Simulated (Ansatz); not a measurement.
Isolated molecules relaxed with PBE0-D4/def2-TZVP in Ansatz; ΔE leaves out vibrations. CCSD(T)/CBS is the MP2 limit (def2-TZVPP, def2-QZVPP) plus CCSD(T) − MP2 in def2-TZVPP, frozen cores. DFT in def2-TZVPP. B3LYP here is the variant with VWN-RPA as its local correlation; programs differ in this. HSE06 is defined as in plane-wave codes. Each species was taken in one conformer, which may not be the lowest.

`FC(F)C(F)(C(F)F)C(F)(F)F` + `CC(O)F` → `CC(F)OC(F)F` + `FC(F)C(F)C(F)(F)F`  (substitution at a C–C bond)

| level | ΔE (kcal/mol) | difference from CCSD(T)/CBS |
| --- | --- | --- |
| LDA (SPW92) | -5.0 | 0.2 |
| PBE-D4 | -5.8 | -0.6 |
| revPBE-D4 | -5.3 | -0.1 |
| BLYP-D4 | -6.0 | -0.8 |
| B97M-V | -5.4 | -0.2 |
| PBE0-D4 | -6.3 | -1.1 |
| B3LYP-D4 | -6.5 | -1.3 |
| r2SCAN0-D4 | -6.3 | -1.1 |
| HSE06-D4 | -6.4 | -1.2 |
| BHLYP-D4 | -7.3 | -2.1 |
| CAM-B3LYP-D4 | -6.7 | -1.5 |
| ωB97X-V | -5.8 | -0.6 |
| ωB97M-V | -5.2 | 0.0 |
| PBE-QIDH | -6.7 | -1.5 |
| PBE | -6.9 | -1.7 |
| revPBE | -8.2 | -3.0 |
| BLYP | -8.4 | -3.2 |
| r2SCAN | -6.0 | -0.8 |
| PBE0 | -7.3 | -2.1 |
| B3LYP | -8.3 | -3.1 |
| r2SCANh | -6.2 | -1.0 |
| r2SCAN0 | -6.6 | -1.4 |
| HSE06 | -7.3 | -2.1 |
| BHLYP | -8.5 | -3.3 |
| CAM-B3LYP | -7.7 | -2.5 |
| LC-ωPBE | -7.2 | -2.0 |
| RPA@PBE/def2-TZVPP | -4.8 | 0.4 |
| HF/def2-SVP | -10.1 | -4.9 |
| MP2/def2-SVP | -4.1 | 1.1 |
| CCSD/def2-SVP | -4.9 | 0.3 |
| CCSD(T)/def2-SVP | -4.3 | 0.9 |
| HF/def2-TZVPP | -11.0 | -5.8 |
| MP2/def2-TZVPP | -5.3 | -0.1 |
| SCS-MP2/def2-TZVPP | -6.1 | -0.9 |
| CCSD/def2-TZVPP | -6.1 | -0.9 |
| CCSD(T)/def2-TZVPP | -5.4 | -0.2 |
| MP2/def2-QZVPP | -5.2 | 0.0 |
| SCS-MP2/def2-QZVPP | -6.0 | -0.8 |
| HF/CBS(def2) | -11.2 | -6.0 |
| MP2/CBS(def2) | -5.1 | 0.1 |
| CCSD(T)/CBS | -5.2 | 0 |

What do rigid-rotor, harmonic-oscillator terms from PBE0-D4/def2-TZVP frequencies (298.15 K, 1 bar) make of the CCSD(T)/CBS value? (Best estimate.)

Computed: ΔZPE = +0.6 kcal/mol, ΔH = -4.8 kcal/mol, ΔS = 13 J/(mol·K), ΔG = -5.7 kcal/mol. Modes under 50 cm⁻¹ make the entropy rough.

Largest T1 diagnostic among the species: 0.012.

At CCSD(T), def2-SVP lies +0.9 kcal/mol from the extrapolated value and def2-TZVPP −0.2 kcal/mol. The D4 term adds +1.8 kcal/mol with B3LYP and +1.0 kcal/mol with PBE0; it sums over pairs of atoms, weighted by their polarisabilities, and B3LYP, whose exchange is more repulsive, gets the larger term.

CCSD(T)/CBS has its own doubt, a few kJ/mol and more with outer-core shells, so smaller differences from it don't rank the levels.
